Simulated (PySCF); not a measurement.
Cards and structures have been mixed up. Pair them.

Structures:
1. `CB(NB)F`
2. `BC(B)C1CCC1`
3. `C=Cc1cccc(CC)c1`

Card P (geometry PBE0-D3(BJ)/def2-SVP):
* Rotational constants A, B, C: 2.062, 0.944, 0.683 GHz
* Static isotropic polarisability (CAM-B3LYP/def2-SVPD): 122.2 au
* Vertical ionisation energy (ΔSCF CAM-B3LYP/def2-SVPD): 8.25 eV
* 13C chemical shifts (computed TMS as zero) by class (GIAO HF/pcSseg-1): 152.6 (1 C), 144.1 (1 C), 143.4 (1 C), 136.6 (1 C), 135.2 (1 C), 134.1 (1 C), 130.0 (1 C), 119.1 (1 C), 29.2 (1 C), 21.3 (1 C) ppm
* Lowest singlet excitation (TDDFT CAM-B3LYP/def2-SVPD): 4.92 eV (252 nm, f = 0.124)

Card Q (geometry PBE0-D3(BJ)/def2-SVP):
- Rotational constants A, B, C: 7.829, 3.863, 2.629 GHz
- Dipole moment (PBE0-D3(BJ)/def2-SVP): 0.12 D

Card R (geometry PBE0-D3(BJ)/def2-SVP):
- Rotational constants A, B, C: 5.117, 1.806, 1.436 GHz
- Static isotropic polarisability (B3LYP/def2-SVPD): 87.3 au
- Lowest triplet excitation (Tamm–Dancoff) (TDA B3LYP/def2-SVPD): 4.36 eV
- Strongest line among the 10 lowest singlet transitions (TDDFT B3LYP/def2-SVPD): S9 at 6.93 eV (179 nm, f = 0.029)
- Largest of the computed one-bond spin–spin couplings (means over like bonds) (B3LYP/pcJ-1, spin–dipole term left out for some pairs): 13C–1H +144.9, 13C–1H +144.6 (×2), 11B–1H +139.0 (×4), 13C–1H +137.6, 13C–1H +136.6, 13C–1H +135.1 (×2), 13C–1H +106.9, 13C–13C +41.3 Hz

Each SMILES stands for a single optimised conformer of the isolated species, non-relativistic unless stated. Electronic properties by PySCF. NMR classes are plain means over equivalent atoms (diastereotopic ones count apart unless rotation or inversion swaps them), as if these changed places fast.

**Question.** Which card belongs to which structure?

**Answer.** P = 3, Q = 1, R = 2. What ties each card to its structure:
- 1 (card Q), CH6B2FN, monoisotopic mass 73.1 u, 5 heavy atoms: an asymmetric top with C = 2.629 GHz, the highest such constant on the cards; dipole 0.12 D.
- 2 (card R), C5H12B2, monoisotopic mass 94.1 u, 7 heavy atoms: an asymmetric top with C = 1.436 GHz; polarisability 87.3 au for 52 electrons.
- 3 (card P), C10H12, monoisotopic mass 132.1 u, 10 heavy atoms: 10 C in 10 classes; the least shielded carbon (152.6 ppm) is a substituted aromatic carbon; an asymmetric top with C = 0.683 GHz, the lowest such constant on the cards; polarisability 122.2 au for 72 electrons.
